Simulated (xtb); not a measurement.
Zr(Cl)(OH)(Me)2 (C2H7ClOZr), SMILES [CH3][Zr]([CH3])([OH])[Cl], multiplicity 1. All values are semi-empirical tight-binding results from xtb (GFN2-xTB unless named), good for trends rather than for accurate numbers. The structure is a stationary point at GFN2-xTB. The spin state was assumed, not searched. One conformer was computed; it need not be the lowest.

For metal compounds this method's bond lengths and energies can be far off.

```yaml
orbital_gap: 2.29 eV
zero_point_energy: 48.8 kcal/mol
G − E(el) at 298.15 K (modified RRHO): 25.3 kcal/mol
```
